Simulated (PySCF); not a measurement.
C2H3AlFNO2. Atoms are numbered in the order given.

```xyz
10

Al    -0.4749    -0.5926     0.3092
F     -1.1229    -1.2984     1.6577
N      0.5844     0.8043     0.5051
C      1.2970     1.7540     0.6919
O      1.9910     2.6779     0.8653
O     -0.8482    -1.2255    -1.1960
C     -0.5520    -0.9543    -2.5371
H     -0.0560    -1.8237    -3.0020
H     -1.4801    -0.7556    -3.1002
H      0.1131    -0.0785    -2.6543
```

Geometry: ωB97X-D3(BJ)/def2-SVP. The structure was generated by enumeration; whether it is a known compound was not checked. The values are those of a single conformer.

Vertical ionisation energy (IE) and electron affinity (EA) in eV. Rows of orbital energies are one-electron estimates. Where ΔSCF, EOM or ADC give a negative EA the extra electron is unbound and the value depends on the basis.

| level | IE | EA |
|---|---|---|
| −ε(HOMO), −ε(LUMO), B3LYP/def2-TZVP (PySCF) | 8.43 | 1.15 |
| −ε(HOMO), −ε(LUMO), PBE/def2-TZVP (PySCF) | ? | ? |

**Question.** Complete the blanks. (Estimate from the structure and the level; the computed values follow.)

**Answer.** 
- −ε(HOMO), −ε(LUMO), PBE/def2-TZVP (PySCF), IE: 7.14
- −ε(HOMO), −ε(LUMO), PBE/def2-TZVP (PySCF), EA: 1.70
